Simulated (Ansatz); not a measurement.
C$_{3}$H$_{7}$O, doublet, at a GFN2-xTB geometry; PBE/def2-SVP run with Ansatz (a quantum-chemistry and plane-wave program).

The Ansatz input:
Ansatz 0.2 input:
```yaml
crystal:
  periodic: [false, false, false]
  atoms:
    - {symbol: O, position_ang: [0.07101639, -0.66456001, 0.19109071]}
    - {symbol: C, position_ang: [-0.06692834, 0.67303357, -0.09082657]}
    - {symbol: C, position_ang: [1.35818535, -1.19034893, 0.02589577]}
    - {symbol: C, position_ang: [-1.44549983, 1.21108447, -0.04695723]}
    - {symbol: H, position_ang: [0.68863969, 1.12953665, -0.71319426]}
    - {symbol: H, position_ang: [1.29299347, -2.25508650, 0.24458366]}
    - {symbol: H, position_ang: [1.71840718, -1.04941663, -1.00022698]}
    - {symbol: H, position_ang: [2.07110162, -0.72074430, 0.71400912]}
    - {symbol: H, position_ang: [-1.97038421, 1.09659057, -1.00448575]}
    - {symbol: H, position_ang: [-2.01653063, 0.67958044, 0.71033681]}
    - {symbol: H, position_ang: [-1.42690127, 2.27340509, 0.19157975]}
basis:
  gaussian:
    orbitals: def2-SVP
hamiltonian:
  xc: pbe
magnetization: {spin_polarized: true, initial_magnetization: 1}
```

Output, abridged:

```
Functional definition: PBE
1023 factors; their error is unknown
mean field evaluation 1: about -5251.1225 eV, gradient 4.1e1 eV
mean field evaluation 2: about -5243.9477 eV, gradient 5.4e1 eV
mean field evaluation 4: about -5259.6019 eV, gradient 4.6e0 eV
mean field evaluation 8: about -5259.6371 eV, gradient 1.6e-1 eV
mean field evaluation 16: about -5259.6372 eV, gradient 2.0e-5 eV
mean field -5259.63718643 eV, -193.2881014912 hartree, gradient 2.0e-5 eV, S^2 0.752387; 0 other end points of the search recorded, 0 dependent functions left out
reference -5259.63721752 eV, -193.2881026337 hartree; 17, 16 occupied and 74, 75 virtual orbitals, 1023 factors
Total energy: -5259.63721752 eV, -193.2881026337 hartree
```
